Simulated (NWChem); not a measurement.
Species: GeS, singlet; SMILES [S]=[Ge]

```xyz
2

Ge     0.0000     0.0000    -0.6698
S      0.0000     0.0000     1.3482
```
Atoms are numbered in this order, from 1.

Low-valent species are run as closed-shell singlets; no triplet was tried in these runs. Structure relaxed at the PBE0/def2-SVP level.

### Question
List the 4 lowest vertical singlet excitations from LRC-wPBEh/6-31G* (spherical d), TDA (NWChem).

### Answer
| state | energy (eV) | oscillator strength | leading excitation (squared amplitude) |
|---|---|---|---|
| S1 | 3.84 | 0.000 | HOMO−1 → LUMO+1 (0.50) |
| S2 | 4.12 | 0.000 | HOMO−1 → LUMO+1 (0.50) |
| S3 | 4.12 | 0.000 | HOMO−1 → LUMO (0.50) |
| S4 | 4.34 | 0.024 | HOMO−2 → LUMO (0.99) |
